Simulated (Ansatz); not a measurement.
Ga11N10H28⁻, a nanocrystal cut from wurtzite GaN (hydrogen-capped), relaxed as a singlet with RKS PBE-D4/def2-SVP in Ansatz, starting from the GFN2-xTB geometry. Force threshold 0.03 eV/Å.

Single mean-field runs in def2-SVP are fitted with def2-universal-jkfit.

Start:

| atom | x (Å) | y (Å) | z (Å) |
| --- | --- | --- | --- |
| Ga1 | -2.1524 | 3.1710 | 0.0714 |
| N2 | -1.7655 | 1.6530 | 1.3800 |
| Ga3 | -3.0560 | -1.0353 | -0.7035 |
| N4 | -2.5776 | -2.5815 | 0.6104 |
| Ga5 | -1.7998 | 1.1858 | -2.3588 |
| N6 | -1.1647 | 2.8583 | -1.5644 |
| N7 | -1.3664 | -0.2245 | -1.0709 |
| Ga8 | -0.5214 | 0.4629 | 0.4411 |
| Ga9 | -0.6371 | -2.7157 | 1.0167 |
| N10 | -0.1913 | -0.9816 | 1.7703 |
| Ga11 | 0.7468 | 2.8884 | -1.1429 |
| N12 | 1.0538 | 1.3962 | 0.0880 |
| Ga13 | 1.8151 | 2.2270 | 1.6294 |
| Ga14 | 1.7088 | -1.1451 | 2.1410 |
| N15 | 2.2059 | 0.6221 | 2.9019 |
| Ga16 | -0.2550 | -1.4753 | -1.9449 |
| N17 | 0.2278 | -2.9165 | -0.6834 |
| N18 | 1.4637 | -0.5257 | -2.3216 |
| Ga19 | 2.3367 | 0.2597 | -0.7038 |
| Ga20 | 2.1483 | -3.0052 | -0.2881 |
| N21 | 2.6719 | -1.2800 | 0.4880 |
| H22 | -3.6783 | 3.0281 | -0.1749 |
| H23 | -1.5985 | 4.4135 | 0.8193 |
| H24 | -2.6544 | 1.2016 | 1.6262 |
| H25 | -1.3703 | 2.0609 | 2.2356 |
| H26 | -3.9997 | -0.1666 | 0.1741 |
| H27 | -3.5774 | -1.8099 | -1.9437 |
| H28 | -3.1486 | -2.5158 | 1.4588 |
| H29 | -2.8817 | -3.4441 | 0.1489 |
| H30 | -3.3527 | 1.2393 | -2.4857 |
| H31 | -0.9924 | 0.9531 | -3.6877 |
| H32 | -1.3644 | 3.6256 | -2.2194 |
| H33 | -0.4061 | -3.8542 | 2.0275 |
| H34 | -0.7115 | -0.8322 | 2.6451 |
| H35 | 1.0765 | 4.2034 | -0.3746 |
| H36 | 1.5337 | 2.6378 | -2.4812 |
| H37 | 0.8044 | 3.0511 | 2.4754 |
| H38 | 3.2410 | 2.7565 | 1.3225 |
| H39 | 1.9960 | -2.2441 | 3.1793 |
| H40 | 1.7759 | 0.7841 | 3.8179 |
| H41 | 3.2159 | 0.6403 | 3.0735 |
| H42 | -0.7881 | -2.1216 | -3.2406 |
| H43 | -0.0349 | -3.8156 | -1.1075 |
| H44 | 1.2550 | 0.2493 | -2.9703 |
| H45 | 2.1164 | -1.1543 | -2.8059 |
| H46 | 3.6958 | 0.8785 | -1.0920 |
| H47 | 2.3666 | -4.1068 | 0.7950 |
| H48 | 2.9077 | -3.1690 | -1.6448 |
| H49 | 3.6822 | -1.3268 | 0.6735 |

```csv
step,energy (eV),largest force component (eV/Å),SCF passes
1,-591345.2976,0.936,21
2,-591346.1631,0.215,26
3,-591346.2563,0.121,21
4,-591346.2756,0.073,20
5,-591346.2843,0.052,21
6,-591346.2885,0.038,20
7,-591346.2895,0.023,21
```

Force components are those of the run's own axes.

End:

```xyz
49

Ga   -2.2647    3.3198    0.0925
N    -1.7854    1.7329    1.3065
Ga   -3.1617   -1.0085   -0.6229
N    -2.6225   -2.6361    0.5603
Ga   -1.7884    1.1902   -2.4497
N    -1.1842    2.8430   -1.5000
N    -1.4058   -0.2687   -1.1024
Ga   -0.5288    0.4769    0.4384
Ga   -0.6898   -2.7871    1.0565
N    -0.1537   -1.0107    1.7340
Ga    0.7935    2.9174   -1.2146
N     1.1147    1.4179    0.1038
Ga    1.7700    2.2916    1.7371
Ga    1.7542   -1.1515    2.2264
N     2.2884    0.6511    2.9118
Ga   -0.2590   -1.5574   -1.9853
N     0.2687   -2.9391   -0.6354
N     1.4479   -0.5324   -2.2811
Ga    2.4262    0.2394   -0.7002
Ga    2.2561   -3.0945   -0.3866
N     2.6568   -1.3409    0.5078
H    -3.8275    3.1791   -0.1833
H    -1.6925    4.6058    0.8384
H    -2.6600    1.2437    1.5465
H    -1.3654    2.1104    2.1683
H    -3.9225   -0.0903    0.4488
H    -3.9392   -1.6852   -1.8332
H    -3.1999   -2.6238    1.4134
H    -2.9077   -3.4972    0.0714
H    -3.3649    1.2401   -2.7013
H    -0.8149    0.9360   -3.7043
H    -1.3653    3.5999   -2.1803
H    -0.5093   -3.9681    2.1037
H    -0.6846   -0.8378    2.6012
H     1.2018    4.2951   -0.5172
H     1.5243    2.5008   -2.5852
H     0.5725    2.9188    2.5988
H     3.1516    3.0576    1.5596
H     2.0644   -2.2458    3.3355
H     1.9016    0.7918    3.8562
H     3.3095    0.6643    3.0495
H    -0.7591   -2.2796   -3.3042
H     0.0034   -3.8444   -1.0541
H     1.2005    0.2707   -2.8867
H     2.0992   -1.1158   -2.8261
H     3.8518    0.8057   -1.0978
H     2.5785   -4.2939    0.6166
H     2.9519   -3.1003   -1.8320
H     3.6695   -1.3909    0.7009
```

By distances, no bond broke or formed. The bond that changes most is Ga5–N7, from 1.96 to 2.02 Å (atoms count from 1).

No frequencies were taken in this run, so the end may be a saddle point.

It took 23 s on 4 threads of AMD EPYC 7R13 on a shared host and a share (37 GiB) of an NVIDIA H100 80GB HBM3, peak host memory 1.2 GiB.
